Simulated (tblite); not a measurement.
C₄H₆F₃OSi (doublet state).
Atom-mapped SMILES: `[CH3:1][Si:2]([CH3:3])[C:4](=[O:5])[C:6]([F:7])([F:8])[F:9]` (hydrogens: H10, H11, H12 on C1; H13, H14, H15 on C3)
Bond orders are those of one Lewis drawing.

Computed with GFN2-xTB (tblite), gas phase: L-BFGS steps from a force-field or distance-geometry start until the largest atomic force falls under 0.01 eV/Å.

At the end of the run (lengths in Å): C6–F7 1.326, C4–C6 1.528, C1–Si2 1.893, C1–H12 1.087, C3–H13 1.087, C6–F9 1.355, C3–H14 1.087, C1–Si2–C3 121.2°, C3–Si2–C4 116.6°, C1–Si2–C4 122.1°, Si2–C4–C6 115.0°, C1–Si2–C4–O5 -179°, Si2–C4–C6–F7 -178°, H13–C3–Si2–C1 -65°, H10–C1–Si2–C3 146°.

**Question.** These geometries were met on the way; a selection of coordinates is given. Order them by energy above the end point, lowest first.
A. C6–F7 1.329, C4–C6 1.527, C1–Si2 1.904, C1–H12 1.090, C3–H13 1.093, C6–F9 1.354, C3–H14 1.093, C1–Si2–C3 118.6°, C3–Si2–C4 111.2°, C1–Si2–C4 125.0°, Si2–C4–C6 117.7°, C1–Si2–C4–O5 160°, Si2–C4–C6–F7 169°, H13–C3–Si2–C1 -40°, H10–C1–Si2–C3 124°
B. C6–F7 1.308, C4–C6 1.532, C1–Si2 1.894, C1–H12 1.086, C3–H13 1.091, C6–F9 1.344, C3–H14 1.078, C1–Si2–C3 109.4°, C3–Si2–C4 105.8°, C1–Si2–C4 112.4°, Si2–C4–C6 123.7°, C1–Si2–C4–O5 127°, Si2–C4–C6–F7 180°, H13–C3–Si2–C1 -20°, H10–C1–Si2–C3 107°
C. C6–F7 1.334, C4–C6 1.537, C1–Si2 1.893, C1–H12 1.088, C3–H13 1.090, C6–F9 1.351, C3–H14 1.087, C1–Si2–C3 112.9°, C3–Si2–C4 106.1°, C1–Si2–C4 115.4°, Si2–C4–C6 121.9°, C1–Si2–C4–O5 134°, Si2–C4–C6–F7 178°, H13–C3–Si2–C1 -23°, H10–C1–Si2–C3 108°
D. C6–F7 1.334, C4–C6 1.527, C1–Si2 1.896, C1–H12 1.089, C3–H13 1.089, C6–F9 1.350, C3–H14 1.087, C1–Si2–C3 117.1°, C3–Si2–C4 109.6°, C1–Si2–C4 121.4°, Si2–C4–C6 120.0°, C1–Si2–C4–O5 148°, Si2–C4–C6–F7 173°, H13–C3–Si2–C1 -34°, H10–C1–Si2–C3 118°
E. C6–F7 1.402, C4–C6 1.480, C1–Si2 1.846, C1–H12 1.124, C3–H13 1.122, C6–F9 1.388, C3–H14 1.120, C1–Si2–C3 108.7°, C3–Si2–C4 105.2°, C1–Si2–C4 112.5°, Si2–C4–C6 122.2°, C1–Si2–C4–O5 125°, Si2–C4–C6–F7 180°, H13–C3–Si2–C1 -19°, H10–C1–Si2–C3 107°

**Answer.** A (0.083 eV), D (0.162 eV), C (0.274 eV), B (0.448 eV), E (0.789 eV).

| step | E above end (eV) | rms distance from the end, all atoms (Å) | largest force (eV/Å) | rms shift of all bonds from the end (Å) |
| --- | --- | --- | --- | --- |
| 17 | 0.083 | 0.359 | 0.343 | 0.007 |
| 14 | 0.162 | 0.401 | 0.413 | 0.006 |
| 7 | 0.274 | 0.468 | 0.321 | 0.007 |
| 2 | 0.448 | 0.489 | 1.048 | 0.008 |
| 0 | 0.789 | 0.497 | 2.715 | 0.035 |

Rows stand in the order of the answer.
